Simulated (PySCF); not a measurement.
A structure optimised at PBE-D3(BJ)/def2-SVP, used in a PySCF frequency run:

```
Si
F 1 1.6281
F 1 1.6281 2 106.46
Cl 1 2.0622 2 108.00 3 115.78
Si 1 2.3342 2 111.47 3 -121.76
H 5 1.5018 1 108.25 2 -60.99
H 5 1.5018 6 110.01 1 118.09
H 5 1.5021 6 110.19 7 121.68
```

Task: Write its SMILES, formula and point group.

Result: F[Si](F)([SiH3])Cl, ClF₂H₃Si₂, Cs

Task: What are its rotational constants (standard atomic weights)?

Result: 2.6261, 1.7203, 1.4404 GHz
